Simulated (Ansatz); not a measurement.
`[SiH3]BOCS` → `OBCS[SiH3]`  (isomerisation)

Calculated with Ansatz (gas phase, PBE0-D4/def2-TZVP geometries, no zero-point term in ΔE). CCSD(T)/CBS adds triple-zeta CCSD(T) − MP2 to the extrapolated MP2 energy (def2 sets, frozen cores). Functionals use def2-TZVPP. B3LYP here is the variant with VWN-RPA as its local correlation; programs differ in this. One conformer a species, not always the lowest.

`[SiH3]BOCS`:

Z-matrix (Å, degrees):
```
Si
B 1 2.023
H 1 1.492 2 109.8
H 1 1.491 2 109.6 3 117.3
H 1 1.488 2 113.3 3 -121.4
O 2 1.347 1 119.2 3 121.5
H 2 1.207 1 122.3 3 -57.9
C 6 1.413 2 121.6 1 178.5
S 8 1.798 6 113.2 2 -97.5
H 8 1.093 6 110.7 2 20.7
H 8 1.089 6 107.6 2 140.6
H 9 1.343 8 96.4 6 -70.0
```

`OBCS[SiH3]`:

Cartesian coordinates in Å:
```
O 2.315 1.639 0.810
B 1.422 1.371 -0.168
C 0.567 0.059 -0.051
S -1.186 0.487 -0.342
Si -2.043 -1.431 -0.030
H 2.808 2.451 0.663
H 1.300 2.118 -1.102
H 0.688 -0.414 0.927
H 0.887 -0.649 -0.824
H -1.488 -2.420 -0.995
H -1.765 -1.925 1.345
H -3.505 -1.286 -0.233
```

Task: Is it downhill or uphill in electronic energy at CCSD(T)/CBS, and by how much? (Estimate.)

Result: The calculation gave: Downhill: ΔE = -1.71 eV.

Task: What do these levels give: PBE0-D4, ωB97X-V, ωB97M-V, PBE, r2SCAN, PBE0, B3LYP, HF/def2-TZVPP, MP2/def2-TZVPP, CCSD/def2-TZVPP, CCSD(T)/def2-TZVPP, MP2/def2-QZVPP? (An estimate is asked.)

Result: Computed: PBE0-D4 -1.67, ωB97X-V -1.62, ωB97M-V -1.71, PBE -1.57, r2SCAN -1.68, PBE0 -1.65, B3LYP -1.58, HF/def2-TZVPP -1.67, MP2/def2-TZVPP -1.81, CCSD/def2-TZVPP -1.65, CCSD(T)/def2-TZVPP -1.64, MP2/def2-QZVPP -1.85 eV.

Largest T1 diagnostic among the species: 0.014.

The D4 term adds −0.03 eV with B3LYP and −0.02 eV with PBE0; it sums over pairs of atoms, weighted by their polarisabilities, and B3LYP, whose exchange is more repulsive, gets the larger term. From PBE to PBE0 (25 % exact exchange), in def2-TZVPP and without D4, ΔE moves by −0.08 eV.
